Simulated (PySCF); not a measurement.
**Ba (barium, neutral) across methods**

[Xe] 5d1 6s1, high-spin 3D determinant (an excited configuration). All numbers are calculated (PySCF 2.14, scalar relativity by spin-free X2C-1e, in aug-cc-pwCVTZ-X2C with one added diffuse shell each of s, p, d, f type (12s11p9d5f, 125 functions)).

```json
{"method": "LDA", "E (hartree)": "-8127.69", "mean ε 5p β (eV)": "-17.422", "mean ε 6s α (eV)": "-3.162", "mean ε 5d α (eV)": "-1.766", "Σ⟨r²⟩ (bohr²)": "90.08", "⟨S²⟩": "2.001"}
{"method": "r2SCAN0", "E (hartree)": "-8134.69", "mean ε 5p β (eV)": "-19.164", "mean ε 6s α (eV)": "-3.451", "mean ε 5d α (eV)": "-2.528", "Σ⟨r²⟩ (bohr²)": "90.29", "⟨S²⟩": "2.003"}
{"method": "M06", "E (hartree)": "-8134.85", "mean ε 5p β (eV)": "-18.728", "mean ε 6s α (eV)": "-3.159", "mean ε 5d α (eV)": "-2.160", "Σ⟨r²⟩ (bohr²)": "92.25", "⟨S²⟩": "2.002"}
{"method": "UHF", "E (hartree)": "-8131.60479", "mean ε 5p β (eV)": "-22.732", "mean ε 6s α (eV)": "-4.370", "mean ε 5d α (eV)": "-3.861", "Σ⟨r²⟩ (bohr²)": "94.53", "⟨S²⟩": "2.005"}
{"method": "PBE0", "E (hartree)": "-8134.37", "mean ε 5p β (eV)": "-18.834", "mean ε 6s α (eV)": "-3.410", "mean ε 5d α (eV)": "-2.440", "Σ⟨r²⟩ (bohr²)": "90.59", "⟨S²⟩": "2.001"}
{"method": "PBE", "E (hartree)": "-8134.29", "mean ε 5p β (eV)": "-17.254", "mean ε 6s α (eV)": "-2.989", "mean ε 5d α (eV)": "-1.827", "Σ⟨r²⟩ (bohr²)": "90.82", "⟨S²⟩": "2.001"}
{"method": "r2SCANh", "E (hartree)": "-8134.70", "mean ε 5p β (eV)": "-18.330", "mean ε 6s α (eV)": "-3.188", "mean ε 5d α (eV)": "-2.184", "Σ⟨r²⟩ (bohr²)": "90.41", "⟨S²⟩": "2.002"}
```

**Question.** Estimate the same row for r2SCAN.

**Answer.** E (hartree) = -8134.71; mean ε 5p β (eV) = -17.773; mean ε 6s α (eV) = -3.011; mean ε 5d α (eV) = -1.957; Σ⟨r²⟩ (bohr²) = 90.49; ⟨S²⟩ = 2.002.

Spin-orbit coupling, absent here, splits the open shell strongly.
